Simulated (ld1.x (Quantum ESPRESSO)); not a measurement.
**Pseudopotential generation for arsenic (As): ultrasoft, LDA (PZ), scalar-relativistic.**

Input for ld1.x (Quantum ESPRESSO) 7.5:

```
&input
   title='As', zed=33., rel=1, dft='PZ', iswitch=3,
   config='[Ar] 3d10 4s2 4p2 4d-2',
   nld=3, rlderiv=2.05, eminld=-4.0, emaxld=5.0, deld=0.02
 /
 &inputp
   pseudotype=3, tm=.true., lloc=-1, rcloc=1.50,
   nlcc=.true., new_core_ps=.true., rcore=1.00,
   file_pseudopw='As.UPF', file_wfcaegen='ae.wfc', file_wfcncgen='nc.wfc', file_beta='beta', file_chi='chi', file_wfcusgen='us.wfc'
 /
5
4S  1  0   2.00   0.00  1.30  1.55  0.0
4S  1  0   0.00   0.50  1.30  1.55  0.0
4P  2  1   2.00   0.00  1.75  1.90  0.0
4P  2  1   0.00   1.40  1.75  1.90  0.0
4D  3  2  -2.00   0.40  1.10  1.35  0.0
 &test
   configts(1)='4s2 4p2'
 /
```

Command:

```bash
ld1.x < As.in > As.out
```

The program printed (shortened: banner, matrices, multipoles, cross overlaps and the repeated all-electron block are left out):

```
Program LD1 v.7.5

     !!!!!!!!!!!!!!!!!!! WARNING !!!!!!!!!!!!!!!!!!!!!!!
     Message from routine ld1_readin:
     US requires at least two energies per channel 4D
     !!!!!!!!!!!!!!!!!!!!!!!!!!!!!!!!!!!!!!!!!!!!!!!!!!!
     --------------------------- All-electron run ----------------------------

     As
     scalar relativistic calculation

     atomic number is 33.00
     dft =PZ   lsd =0 sic =0 latt =0  beta=0.20 tr2=1.0E-14
     Exchange-correlation= PZ
                           (   1   1   0   0   0   0   0)
     mesh =1209 r(mesh) =  99.83237 a.u. xmin = -7.00 dx = 0.01250
     1 Ry =  13.60569312 eV, c = 137.03599908

     n l     nl                  e(Ry)          e(Ha)          e(eV)
     1 0     1S 1( 2.00)      -860.5746      -430.2873    -11708.7141
     2 0     2S 1( 2.00)      -109.8200       -54.9100     -1494.1777
     2 1     2P 1( 6.00)       -96.4910       -48.2455     -1312.8268
     3 0     3S 1( 2.00)       -14.6486        -7.3243      -199.3047
     3 1     3P 1( 6.00)       -10.5264        -5.2632      -143.2184
     3 2     3D 1(10.00)        -3.7246        -1.8623       -50.6758
     4 0     4S 1( 2.00)        -1.7351        -0.8676       -23.6073
     4 1     4P 1( 2.00)        -0.9955        -0.4978       -13.5447

     final scf error:  8.2E-15 reached in  28 iterations

     Etot =   -4514.816057 Ry,   -2257.408029 Ha,  -61427.201784 eV

     Ekin =    4600.143495 Ry,    2300.071748 Ha,   62588.140717 eV
     Encl =  -10866.521242 Ry,   -5433.260621 Ha, -147846.553336 eV
     Eh   =    1912.037446 Ry,     956.018723 Ha,   26014.594736 eV
     Exc  =    -160.475757 Ry,     -80.237878 Ha,   -2183.383901 eV

     normalization and overlap integrals

     s(1S/1S) =  1.000000  <r> =   0.0456  <r2> =    0.0028  r(max) =   0.0299
     s(2S/2S) =  1.000000  <r> =   0.2031  <r2> =    0.0486  r(max) =   0.1701
     s(2P/2P) =  1.000000  <r> =   0.1774  <r2> =    0.0385  r(max) =   0.1358
     s(3S/3S) =  1.000000  <r> =   0.5995  <r2> =    0.4144  r(max) =   0.5239
     s(3P/3P) =  1.000000  <r> =   0.6179  <r2> =    0.4490  r(max) =   0.5239
     s(3D/3D) =  1.000000  <r> =   0.6777  <r2> =    0.5808  r(max) =   0.4740
     s(4S/4S) =  1.000000  <r> =   1.8688  <r2> =    3.9968  r(max) =   1.5936
     s(4P/4P) =  1.000000  <r> =   2.3023  <r2> =    6.1455  r(max) =   1.8984

     ------------------------ End of All-electron run ------------------------

     --------------------- Generating US pseudopotential ---------------------

      Generating local potential from pseudized AE potential:
      Matching radius rcloc =   1.5000

      Local pseudo, rcloc= 1.497 Estimated cut-off energy=    10.64 Ry

      Computing core charge for nlcc:

       r > 1.00 : true rho core
      Core charge pseudized with two Bessel functions
      Integrated core pseudo-charge :  16.11

      Wfc   4S  rcut= 1.289  Using Troullier-Martins method
      Wfc-us  4S rcutus= 1.535  Estimated cut-off energy=    18.61 Ry

      Wfc   4S  rcut= 1.289  Using Troullier-Martins method
      Wfc-us  4S rcutus= 1.535  Estimated cut-off energy=    22.12 Ry

      Wfc   4P  rcut= 1.739  Using Troullier-Martins method
      Wfc-us  4P rcutus= 1.922  Estimated cut-off energy=    20.31 Ry

      Wfc   4P  rcut= 1.739  Using Troullier-Martins method
      Wfc-us  4P rcutus= 1.922  Estimated cut-off energy=    26.45 Ry

      Wfc   4D  rcut= 1.109  Using Troullier-Martins method
      Wfc-us  4D rcutus= 1.355  Estimated cut-off energy=    54.09 Ry

     ------------------- End of pseudopotential generation -------------------

     Computing logarithmic derivative in   2.05909
     Computing logarithmic derivative in   2.05909
     Computing the partial wave expansion
     R is outside the sphere for l=    0 j= 0.00
     R is outside the sphere for l=    0 j= 0.00
     R is outside the sphere for l=    1 j= 0.00
     R is outside the sphere for l=    1 j= 0.00
     R is outside the sphere for l=    2 j= 0.00

     ---------------------- Testing the pseudopotential ----------------------

     As
     scalar relativistic calculation

     atomic number is 33.00   valence charge is  5.00
     dft =PZ   lsd =0 sic =0 latt =0  beta=0.20 tr2=1.0E-14
     mesh =1209 r(mesh) =  99.83237 xmin = -7.00 dx = 0.01250

     n l     nl             e AE (Ry)        e PS (Ry)    De AE-PS (Ry)
     1 0     4S   1( 2.00)       -1.73510       -1.73511        0.00001
     2 1     4P   1( 2.00)       -0.99552       -0.99552        0.00000

     eps = 1.3E-15  iter =  3

     Etot =   -4514.816057 Ry,   -2257.408029 Ha,  -61427.201784 eV
     Etotps =   -52.323945 Ry,     -26.161973 Ha,    -711.903542 eV

     Ekin =       3.850540 Ry,       1.925270 Ha,      52.389263 eV
     Encl =     -22.096679 Ry,     -11.048339 Ha,    -300.640633 eV
     Ehrt =       6.918661 Ry,       3.459331 Ha,      94.133178 eV
     Ecxc =     -43.615090 Ry,     -21.807545 Ha,    -593.413533 eV
     (Ecc =     -40.418422 Ry,     -20.209211 Ha,    -549.920641 eV)
     Epseu=       2.618623 Ry,       1.309312 Ha,      35.628181 eV

     ---------------------- End of pseudopotential test ----------------------
```

Generation and configuration tests took about 2.7 s on one core of a shared server CPU.

Transferability test of the new file with ld1.x, input:

```
&input
   title='As', zed=33., rel=1, dft='PZ', iswitch=2,
   config='[Ar] 3d10 4s2 4p2 4d-2'
 /
 &test
   file_pseudo='As.UPF', nconf=10,
   configts(1)='4s2 4p2',
   configts(2)='4s2 4p3',
   configts(3)='4s2 4p1',
   configts(4)='4s2 4p0',
   configts(5)='4s1 4p4',
   configts(6)='4s0 4p5',
   configts(7)='4s2 4p2.5',
   configts(8)='4s1 4p0',
   configts(9)='4s2 4p2', lsdts(9)=1,
   configts(10)='4s2 4p3', lsdts(10)=1
 /
```

```bash
ld1.x < As.test.in > As.test.out
```

Pseudopotential blocks of its output, shortened (energy terms left out):

```
     ---------------------- Testing the pseudopotential ----------------------

     n l     nl             e AE (Ry)        e PS (Ry)    De AE-PS (Ry)
     1 0     4S   1( 2.00)       -1.73510       -1.73511        0.00001
     2 1     4P   1( 2.00)       -0.99552       -0.99552        0.00000

     eps = 1.3E-15  iter =  3

     Etot =   -4514.816057 Ry,   -2257.408029 Ha,  -61427.201784 eV
     Etotps =   -52.323945 Ry,     -26.161973 Ha,    -711.903542 eV

     ---------------------- End of pseudopotential test ----------------------

          ---------------------- Testing the pseudopotential ----------------------

     n l     nl             e AE (Ry)        e PS (Ry)    De AE-PS (Ry)
     1 0     4S   1( 2.00)       -1.08063       -1.07990       -0.00073
     2 1     4P   1( 3.00)       -0.39303       -0.39280       -0.00023

     eps = 2.7E-16  iter =  6

     Etot =   -4515.501452 Ry,   -2257.750726 Ha,  -61436.527055 eV
     Etotps =   -53.009254 Ry,     -26.504627 Ha,    -721.227647 eV
     dEtot_ae =      -0.685395 Ry
     dEtot_ps =      -0.685309 Ry,   Delta E=      -0.000086 Ry

     ---------------------- End of pseudopotential test ----------------------

          ---------------------- Testing the pseudopotential ----------------------

     n l     nl             e AE (Ry)        e PS (Ry)    De AE-PS (Ry)
     1 0     4S   1( 2.00)       -2.48256       -2.48536        0.00280
     2 1     4P   1( 1.00)       -1.68735       -1.68904        0.00170

     eps = 1.2E-16  iter =  6

     Etot =   -4513.481142 Ry,   -2256.740571 Ha,  -61409.039328 eV
     Etotps =   -50.988151 Ry,     -25.494075 Ha,    -693.729135 eV
     dEtot_ae =       1.334916 Ry
     dEtot_ps =       1.335794 Ry,   Delta E=      -0.000878 Ry

     ---------------------- End of pseudopotential test ----------------------

          ---------------------- Testing the pseudopotential ----------------------

     n l     nl             e AE (Ry)        e PS (Ry)    De AE-PS (Ry)
     1 0     4S   1( 2.00)       -3.29733       -3.30641        0.00908  !
     2 1     4P   1( 0.00)       -2.44402       -2.45026        0.00624  !

     eps = 7.3E-15  iter =  4

     Etot =   -4511.420230 Ry,   -2255.710115 Ha,  -61380.999204 eV
     Etotps =   -48.923291 Ry,     -24.461646 Ha,    -665.635285 eV
     dEtot_ae =       3.395827 Ry
     dEtot_ps =       3.400654 Ry,   Delta E=      -0.004827 Ry

     ---------------------- End of pseudopotential test ----------------------

          ---------------------- Testing the pseudopotential ----------------------

     n l     nl             e AE (Ry)        e PS (Ry)    De AE-PS (Ry)
     1 0     4S   1( 1.00)       -1.14564       -1.14672        0.00108
     2 1     4P   1( 4.00)       -0.43953       -0.43960        0.00007

     eps = 3.0E-16  iter =  7

     Etot =   -4514.804494 Ry,   -2257.402247 Ha,  -61427.044451 eV
     Etotps =   -52.311993 Ry,     -26.155997 Ha,    -711.740925 eV
     dEtot_ae =       0.011564 Ry
     dEtot_ps =       0.011952 Ry,   Delta E=      -0.000388 Ry

     ---------------------- End of pseudopotential test ----------------------

          ---------------------- Testing the pseudopotential ----------------------

     n l     nl             e AE (Ry)        e PS (Ry)    De AE-PS (Ry)
     1 0     4S   1( 0.00)       -1.20546       -1.20852        0.00306
     2 1     4P   1( 5.00)       -0.48248       -0.48295        0.00047

     eps = 1.6E-17  iter =  7

     Etot =   -4514.089864 Ry,   -2257.044932 Ha,  -61417.321426 eV
     Etotps =   -51.595530 Ry,     -25.797765 Ha,    -701.992945 eV
     dEtot_ae =       0.726193 Ry
     dEtot_ps =       0.728415 Ry,   Delta E=      -0.002223 Ry

     ---------------------- End of pseudopotential test ----------------------

          ---------------------- Testing the pseudopotential ----------------------

     n l     nl             e AE (Ry)        e PS (Ry)    De AE-PS (Ry)
     1 0     4S   1( 2.00)       -1.39404       -1.39349       -0.00054
     2 1     4P   1( 2.50)       -0.68113       -0.68090       -0.00023

     eps = 6.2E-17  iter =  6

     Etot =   -4515.234160 Ry,   -2257.617080 Ha,  -61432.890360 eV
     Etotps =   -52.742043 Ry,     -26.371021 Ha,    -717.592051 eV
     dEtot_ae =      -0.418103 Ry
     dEtot_ps =      -0.418098 Ry,   Delta E=      -0.000005 Ry

     ---------------------- End of pseudopotential test ----------------------

          ---------------------- Testing the pseudopotential ----------------------

     n l     nl             e AE (Ry)        e PS (Ry)    De AE-PS (Ry)
     1 0     4S   1( 1.00)       -4.22207       -4.24835        0.02628  !
     2 1     4P   1( 0.00)       -3.30341       -3.32262        0.01921  !

     eps = 7.5E-15  iter =  6

     Etot =   -4507.663458 Ry,   -2253.831729 Ha,  -61329.885714 eV
     Etotps =   -45.149253 Ry,     -22.574627 Ha,    -614.286884 eV
     dEtot_ae =       7.152599 Ry
     dEtot_ps =       7.174692 Ry,   Delta E=      -0.022093 Ry

     ---------------------- End of pseudopotential test ----------------------

          ---------------------- Testing the pseudopotential ----------------------

     n l     nl             e AE (Ry)        e PS (Ry)    De AE-PS (Ry)
     1 0     4S   1( 1.00)       -1.77809       -1.77809       -0.00000
     2 1     4P   1( 2.00)       -1.03791       -1.03798        0.00007
     1 0     4S   2( 1.00)       -1.66686       -1.66710        0.00024
     2 1     4P   2( 0.00)       -0.92785       -0.92794        0.00008

     eps = 1.7E-16  iter =  6

     Etot =   -4514.869607 Ry,   -2257.434803 Ha,  -61427.930360 eV
     Etotps =   -52.377525 Ry,     -26.188763 Ha,    -712.632533 eV
     dEtot_ae =      -0.053549 Ry
     dEtot_ps =      -0.053580 Ry,   Delta E=       0.000030 Ry

     ---------------------- End of pseudopotential test ----------------------

          ---------------------- Testing the pseudopotential ----------------------

     n l     nl             e AE (Ry)        e PS (Ry)    De AE-PS (Ry)
     1 0     4S   1( 1.00)       -1.12438       -1.12359       -0.00079
     2 1     4P   1( 3.00)       -0.43605       -0.43584       -0.00021
     1 0     4S   2( 1.00)       -0.98387       -0.98327       -0.00060
     2 1     4P   2( 0.00)       -0.30100       -0.30075       -0.00025

     eps = 7.6E-15  iter =  8

     Etot =   -4515.598786 Ry,   -2257.799393 Ha,  -61437.851342 eV
     Etotps =   -53.106673 Ry,     -26.553336 Ha,    -722.553091 eV
     dEtot_ae =      -0.782728 Ry
     dEtot_ps =      -0.782727 Ry,   Delta E=      -0.000001 Ry

     ---------------------- End of pseudopotential test ----------------------
```
